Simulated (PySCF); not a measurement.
Method: PBE-D3(BJ)/def2-TZVP // B3LYP-D3(BJ)/def2-TZVP (PySCF). Isolated molecules, 0 K electronic values unless said otherwise. 

Reference species (SMILES): `[AlH2][SiH3]` (neutral, multiplicity 1).

| Quantity | Result |
|---|---|
| HOMO–LUMO gap | 3.67 eV |
| dipole moment | 0.22 D |

Changed species: `[AlH3]` (0 of 3 H replaced by SiH3; the reference has 1 of 3 H replaced by SiH3).

Problem. What does the change do to the HOMO–LUMO gap and dipole moment?

Solution. the HOMO–LUMO gap increases by 1.11 eV, to 4.78 eV; the dipole moment falls by 0.22 D, to 0.00 D.
